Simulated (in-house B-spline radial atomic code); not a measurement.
**Ionising V+ with different functionals**

Computed with a B-spline radial code for spherical atoms: scalar-relativistic (spin-free X2C) Hamiltonian, Fermi nucleus of rms radius 3.6002 fm, spin-polarised at highest spin, spherical fractional occupations for the functionals, the average over the highest-spin determinants for Hartree-Fock. The ionisation energy is the difference of two self-consistent energies, [Ar] 3d4 → [Ar] 3d3, without Breit or QED terms; ε is the level of the shell that loses the electron (its least bound occupied spin orbital).

Hybrids are left out here: with spherical fractional occupations of an open shell their exact exchange keeps a self-interaction that integer-occupation calculations don't have.

| method | rung | ΔSCF (eV) | -ε(3d) (eV) |
| --- | --- | --- | --- |
| Hartree-Fock | Hartree-Fock | 13.80 | 15.78 |
| LDA VWN5 | LDA | 16.01 | 10.06 |
| LDA PW92 | LDA | 16.00 | 10.05 |
| LDA exchange-only | LDA | ? | ? |
| PBE | GGA | 15.81 | 9.86 |
| PBEsol | GGA | 15.79 | 9.85 |
| BLYP | GGA | 15.67 | 9.70 |
| RPBE | GGA | 15.72 | 9.77 |
| PW91 | GGA | 15.89 | 9.93 |
| BP86 | GGA | 15.86 | 9.94 |
| AM05 | GGA | 15.77 | 9.83 |
| OLYP | GGA | 15.69 | 9.63 |
| TPSS | meta-GGA | 15.63 | 9.68 |
| SCAN | meta-GGA | 15.80 | 9.86 |
| r2SCAN | meta-GGA | ? | ? |
| revTPSS | meta-GGA | 15.56 | 9.62 |

What does LDA exchange-only give?

ΔSCF 14.98 eV, and -ε(3d) = 9.22 eV.

What does r2SCAN give?

ΔSCF 15.80 eV, and -ε(3d) = 9.84 eV.

How do they compare with the NIST value?

NIST lists 14.63 eV ± 0.007 (measured, ground level to ground level). Errors run from -0.84 to +1.38 eV. The correlated functionals all miss on the same side by more than they spread, so the cause is common to them (spin-orbit coupling, Breit-QED terms, multiplet and fine-structure energies, or a listed next ion that isn't the cheapest removal here) and closeness doesn't rank the functionals. Hartree-Fock also lacks correlation.
